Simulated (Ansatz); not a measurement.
Isolated molecules relaxed with PBE0-D4/def2-TZVP in Ansatz; ΔE leaves out vibrations. CCSD(T)/CBS is the MP2 limit (def2-TZVPP, def2-QZVPP) plus CCSD(T) − MP2 in def2-TZVPP, frozen cores. DFT in def2-TZVPP. B3LYP here is the variant with VWN-RPA as its local correlation; programs differ in this. For Se outer-core shells are correlated without core-valence functions, which leaves a few kJ/mol of doubt a bond. Scalar relativity is left out up to krypton. Each species was taken in one conformer, which may not be the lowest.

`B[Si](C)(N)F` + `CO[SiH](F)[SeH]` → `CO[Si](C)(F)[SeH]` + `B[SiH](N)F`  (formal exchange of groups at a C–Si bond)

Is it downhill or uphill in electronic energy at CCSD(T)/CBS, and by how much? (Estimate.)

The calculation gave: Downhill: ΔE = -5.3 kJ/mol.

What do these levels give: B3LYP-D4, ωB97M-V, B2PLYP, r2SCAN, PBE0, HF/def2-TZVPP, MP2/def2-TZVPP, SCS-MP2/def2-TZVPP, CCSD(T)/def2-TZVPP, SCS-MP2/def2-QZVPP, HF/CBS(def2), MP2/CBS(def2)? (Estimate.)

The calculation gave: B3LYP-D4 -5.8, ωB97M-V -5.2, B2PLYP -4.3, r2SCAN -4.5, PBE0 -4.1, HF/def2-TZVPP -3.8, MP2/def2-TZVPP -5.9, SCS-MP2/def2-TZVPP -5.2, CCSD(T)/def2-TZVPP -5.3, SCS-MP2/def2-QZVPP -5.2, HF/CBS(def2) -3.6, MP2/CBS(def2) -5.9 kJ/mol.

Largest T1 diagnostic among the species: 0.012.
